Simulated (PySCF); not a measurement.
Job for PySCF: R-MP2/6-31G* on BH3OS (SMILES OBS), a point of a torsion scan.

```python
from pyscf import gto, scf, dft, mp
from pyscf.data.elements import chemcore

mol = gto.M(
    atom='''
    O    -1.15222571   -0.70590592   -0.01574139
    B    -0.16529845    0.18574196    0.12989671
    S     1.43941168   -0.43754305    0.61961639
    H    -2.01590735   -0.38975232   -0.27704462
    H    -0.27629397    1.34265578   -0.03992369
    H     1.08935247   -1.71540345    0.68533063
    ''',
    basis='6-31g*',
    cart=True,
    charge=0, spin=0, verbose=3, max_memory=1800)
mf = scf.RHF(mol)
mf.conv_tol = 1e-8
mf.max_cycle = 100
mf.kernel()
if not mf.converged:
    mf = mf.newton().run(mf.mo_coeff, mf.mo_occ)
pt = mp.MP2(mf, frozen=chemcore(mol)).run()
```

Output:

```
converged SCF energy = -498.874700817827
E(RMP2) = -499.250385431548  E_corr = -0.375684613721144
E(SCS-RMP2) = -499.243393723532  E_corr = -0.36869290570524
```

The run converged.

Cost: roughly 1.2 core-seconds.
